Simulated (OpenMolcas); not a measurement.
## N⁺: terms and fine structure

| Quantity | Value |
| --- | --- |
| Program | OpenMolcas 26.06 |
| Method | MS-RASPT2, IPEA 0.25 Eh, imaginary shift 0.1 Eh (closed shells correlated: 1s) |
| Basis | ANO-RCC-VQZP [5s4p3d2f1g] |
| Scalar Hamiltonian | DKH2, point nucleus |
| Active space | 4 electrons in 9 orbitals (RAS2 2s 2p; RAS3 3d, at most 2 electrons) |
| State averaging | 2S+1 = 3 even, 6 roots; 2S+1 = 1 even, 11 roots; 2S+1 = 5 odd, 1 root; 2S+1 = 3 odd, 9 roots; 2S+1 = 1 odd, 8 roots |
| Spin-orbit coupling | state interaction with AMFI integrals over the reference wave functions, term energies averaged over their components |

With spin-orbit coupling, above the lowest level:

| Configuration | Term | J | E (cm-1) | Measured (cm-1) | g | Term weight % |
| --- | --- | --- | --- | --- | --- | --- |
| 2s2 2p2 | 3P | 0 | 0.0 | 0.0 |  | 100 |
| 2s2 2p2 | 3P | 1 | 44.3 | 48.7 | 1.501 | 100 |
| 2s2 2p2 | 3P | 2 | 132 | 131 | 1.501 | 100 |
| 2s2 2p2 | 1D | 2 | 15570 | 15316 | 1.000 | 100 |
| 2s2 2p2 | 1S | 0 | 32920 | 32689 |  | 100 |
| 2s 2p3 | 5S* | 2 | 45660 | 46785 | 2.002 | 100 |
| 2s 2p3 | 3D* | 1 | 91740 | 92251 | 0.499 | 100 |
| 2s 2p3 | 3D* | 2 | 91740 | 92250 | 1.167 | 100 |
| 2s 2p3 | 3D* | 3 | 91750 | 92236 | 1.334 | 100 |
| 2s 2p3 | 3P* | 0 | 109180 | 109223 |  | 100 |
| 2s 2p3 | 3P* | 1 | 109180 | 109216 | 1.501 | 100 |
| 2s 2p3 | 3P* | 2 | 109180 | 109217 | 1.501 | 100 |
| 2s 2p3 | 1D* | 2 | 144580 | 144188 | 1.000 | 100 |
| 2s 2p3 | 3S* | 1 | 156080 | 155127 | 2.002 | 100 |
| 2s 2p3 | 1P* | 1 | 164520 | 166766 | 1.000 | 100 |
| 2p4 | 3P | 2 | 220740 |  | 1.501 | 100 |
| 2p4 | 3P | 1 | 220830 |  | 1.501 | 100 |
| 2p4 | 3P | 0 | 220870 |  |  | 100 |

Against the 14 measured excited levels shown (NIST Handbook of Basic Atomic Spectroscopic Data) the mean absolute deviation is 490 cm-1; the largest miss in energy is 2s 2p3 1P* 1: computed 164520, measured 166766 cm-1 (-1.3 %), and the largest in proportion 2s2 2p2 3P1 (-8.9 %).

Spin-orbit coupling puts the lowest level 88.2 cm-1 below the lowest spin-free term.

For 3P the intervals divided by the larger J are 44.3, 43.7 cm-1. Landé's interval rule makes them equal in pure LS coupling; they differ by 1 % of their mean. The multiplet is regular.

CASPT2 does not keep the components of a term degenerate, so their means are used; among the terms shown or strongly mixed into the levels shown the widest spread is 54 cm-1 (2s 2p3 3D*). Active for correlation alone: 3d; no level in the range computed is led by a configuration that fills it, so any true level of that kind is missing. Computed and measured levels are paired by configuration, term and J; levels that our copy of the source lacks, or whose pairing is in doubt (as where it misses far off the trend of its configuration), stay unpaired and out of the deviations. Only configurations of the active space appear. The first state left out of the spin-orbit step lies near 280000 cm-1 above the lowest spin-free state of the reference (among the parities and spins computed), and the list stops at four fifths of that energy or lower.

The term weight is that of the spin-free term in the level, not the purity of its configuration. * marks odd parity.
